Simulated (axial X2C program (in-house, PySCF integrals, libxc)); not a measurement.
# Spin–orbit effects along a row: molecules with C (ions), HF

Calculated with an axial X2C code built on PySCF integrals, spin-free (one-electron X2C) or two-component (2c: spin–orbit coupling with atomic mean-field Coulomb and Gaunt terms, which also bring small scalar terms), in Dyall basis sets with cores contracted in-house; open shells are unrestricted.

Basis sets: B dyall-v3z, Be dyall-cv3z, C dyall-v3z, F dyall-av3z, Li dyall-cv3z, N dyall-av3z, O dyall-av3z.

| molecule | spin-free state | Re (Å) | ωe (cm⁻¹) | De (eV) | 2c state | Re 2c (Å) | ωe 2c (cm⁻¹) | De 2c (eV) |
| --- | --- | --- | --- | --- | --- | --- | --- | --- |
| LiC⁺ | M_S = 1, Λ = 1 | 2.287 | 336.1 | 0.40 | Ω = 2 | 2.287 | 336.1 | 0.40 |
| BeC⁺ | M_S = 3/2, Λ = 0 | 1.561 | 1198.6 | 2.10 | Ω = 3/2 | 1.561 | 1198.6 | 2.10 |
| BC⁺ | M_S = 2, Λ = 0 | 1.417 | 1494.1 | n/a | Ω = 2 | 1.417 | 1494.1 | n/a |
| CN⁺ | M_S = 1, Λ = 1 | 1.192 | 2018.6 | 2.12 | Ω = 2 | 1.192 | 2018.2 | 2.13 |
| CO⁺ | M_S = 1/2, Λ = 0 | 1.087 | 2406.1 | 5.36 | Ω = 1/2 | 1.087 | 2406.4 | 5.36 |
| CF⁺ | M_S = 0, Λ = 0 | 1.132 | 1972.7 | 5.45 | Ω = 0 | 1.132 | 1972.7 | 5.40 |

(1) Work out the shifts from the spin-free to the two-component result.

Fragments in 2c: C + Li+, C + Be+, C + B+, N + C+, O + C+, F + C+. Each entry is the lowest single determinant of a limited PBE0 search at one distance. De goes to single-determinant-based atoms at the same level (for ions the charge split of lowest energy) and is withheld (n/a) where an atom does not fit its ground term or J level. Main or longest-lived isotopes. One determinant is a doubtful description, or other states lie close, for LiC⁺, BeC⁺, BC⁺, CN⁺, CO⁺; these need not be ground states, and all values refer to the states named. Some open-shell Ω = 0 determinants are out of reach, so the Ω given for LiC⁺, BC⁺, CN⁺ need not be the lowest component. With several unpaired electrons the Ω given is that of one determinant, not necessarily of the lowest component. Some light 2c atoms are not at their ground J level, so De misses part of their lowering (0.04 eV or less). Where the atoms have a lower orbital projection than the molecule, De at mean-field level may be about a tenth of an eV too small.

Results:

(1) 

```json
{"molecule": "LiC⁺", "2c state": "Ω = 2", "ΔRe (Å)": "0.000", "Δωe (cm⁻¹)": "0.0", "ΔDe (eV)": "0.00"}
{"molecule": "BeC⁺", "2c state": "Ω = 3/2", "ΔRe (Å)": "0.000", "Δωe (cm⁻¹)": "0.0", "ΔDe (eV)": "0.00"}
{"molecule": "BC⁺", "2c state": "Ω = 2", "ΔRe (Å)": "0.000", "Δωe (cm⁻¹)": "0.0", "ΔDe (eV)": "n/a"}
{"molecule": "CN⁺", "2c state": "Ω = 2", "ΔRe (Å)": "0.000", "Δωe (cm⁻¹)": "-0.4", "ΔDe (eV)": "0.01"}
{"molecule": "CO⁺", "2c state": "Ω = 1/2", "ΔRe (Å)": "0.000", "Δωe (cm⁻¹)": "0.3", "ΔDe (eV)": "0.00"}
{"molecule": "CF⁺", "2c state": "Ω = 0", "ΔRe (Å)": "0.000", "Δωe (cm⁻¹)": "0.0", "ΔDe (eV)": "-0.05"}
```

Shifts of one unit in the last digit are rounding.
